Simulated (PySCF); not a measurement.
**CaSb: from constants to spectrum**

UHF-CCSD(T) constants of CaSb, ⁴Σ⁻ (quartet), unpaired electrons σ ↑, π ↑↑ (PySCF, spin-free X2C with a Gaussian nucleus, basis sets Ca x2c-SVPall, Sb x2c-SVPall; masses 39.9626 and 120.9038 u):

```
ωe              : 148.4 cm⁻¹
ωexe            : 1.1 cm⁻¹
Be              : 0.054101 cm⁻¹
αe              : 0.000373 cm⁻¹
D (centrifugal) : 2.88e-08 cm⁻¹
De to Ca + Sb   : 0.423 eV
```

Problem. Give the vibrational terms G(v) and spacings up to v = 6.

Solution. G(v) = ωe(v+½) − ωexe(v+½)².

```
v  G(v) (cm⁻¹)  G(v) − G(v−1)  Bv (cm⁻¹)
0           74                   0.05391
1          220            146    0.05354
2          364            144    0.05317
3          506            142    0.05280
4          646            140    0.05242
5          783            137    0.05205
6          918            135    0.05168
```

Problem. How well does the Morse estimate ωe²/(4ωexe) reproduce De, and what is D0?

Solution. It gives 0.621 eV, 147 % of the computed De. D0 = De − G(0) = 0.423 − 0.009 = 0.414 eV.

Correlated steps freeze 23 core orbitals. Correlated levels converge slowly with the basis: in double zeta they bind strong bonds too weakly, by up to about 1 eV, and carry superposition errors of some tenths. These are scalar-relativistic numbers at best; spin–orbit coupling would shift them, the dissociation energy most. The state was picked by a PBE0 search and need not be the measured ground state.
